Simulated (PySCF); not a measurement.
A geometry optimisation on `CB(N)Br`.

Method: PBE0-D3(BJ)/def2-SVP geometry optimisation, gas phase (PySCF 2.14.0). Start geometry: GFN2-xTB. The command runs a driver script over a list of jobs; the input below is this job's line of settings and its coordinates in Å.

Command:
```bash
OMP_NUM_THREADS=1 python probes_run.py task.json out
```

Input:
```
{"job": {"xc": "PBE0", "basis": "def2-SVP", "d3": "d3bj", "grid": 1, "shake": 0.01, "kind": "geom"}, "charge": 0, "multiplicity": 1}
C     -1.134850    -0.334630     0.143630
B      0.191640     0.478720    -0.083550
N      1.401050    -0.159940    -0.137640
Br     0.238020     2.379720    -0.281780
H     -1.226430    -1.188110    -0.519960
H     -1.228240    -0.674670     1.160510
H     -2.027830     0.300720    -0.037780
H      2.313150     0.328330    -0.263520
H      1.531300    -1.147290    -0.013640
```

Output:
```
step   0  E = -2694.13073125  max force = 0.047513
step   1  E = -2694.13149735  max force = 0.009685
step   2  E = -2694.13270617  max force = 0.006284
step   3  E = -2694.13391746  max force = 0.004089
step   4  E = -2694.13415650  max force = 0.002202
step   5  E = -2694.13426692  max force = 0.001694
step   6  E = -2694.13433783  max force = 0.001105
step   7  E = -2694.13442883  max force = 0.001064
step   8  E = -2694.13455727  max force = 0.001887
step   9  E = -2694.13480311  max force = 0.004638
step  10  E = -2694.13501330  max force = 0.005080
step  11  E = -2694.13539375  max force = 0.003572
step  12  E = -2694.13557714  max force = 0.002406
step  13  E = -2694.13560076  max force = 0.000820
step  14  E = -2694.13560698  max force = 0.000172
optimisation converged
```

Energies in Eh; «max force» is the largest Cartesian gradient component in Eh/bohr.

Problem. Give the first gradient maximum in eV/Å.

Solution. With 1 Eh/bohr = 51.422 eV/Å, 2.443 eV/Å.

Problem. How much energy does the optimisation release, in kJ/mol?

Solution. E(step 0) − E(last step) = 0.004876 Eh, which is 12.8 kJ/mol.

Main results: final energy -2694.13561 Eh after 14 steps; dipole 2.91 D.

Problem. Estimate the wall time. Hardware: one thread of an Arm Neoverse V1, no GPU, shared host with 32 logical CPUs at a one-minute load of 28. And the peak memory of the process?

Solution. About 54 s, with 0.41 GiB resident at the peak, the Python interpreter and its libraries included.
Labels such as C1 count atoms from 1, the log's own numbers from 0.
